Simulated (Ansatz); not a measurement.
Ansatz timings: InI (indium iodide (ini))

The species is InI (2 atoms), meant as a singlet with charge 0. SMILES: `[In][I]`. The shape comes from GFN2-xTB, which is rough for such elements, and wasn't checked as a minimum.

```csv
atom,x (Å),y (Å),z (Å)
In,0.0000,0.0000,0.0000
I,0.0000,0.0000,2.7892
```

Program: Ansatz 0.2.0. Hardware: 1 thread of Arm Neoverse V1, shared host, so times are rough. Ansatz fits the integrals of SCF and DFT runs by default. Its times include its search for lower SCF states.

Q: Estimate their order by wall time, quickest first.
A. energy at MP2/STO-3G, 36 core orbitals frozen
B. energy at r2SCAN/STO-3G
C. energy at wB97M-V/STO-3G

A: A (1.5 s), B (7.5 s), C (29 s).
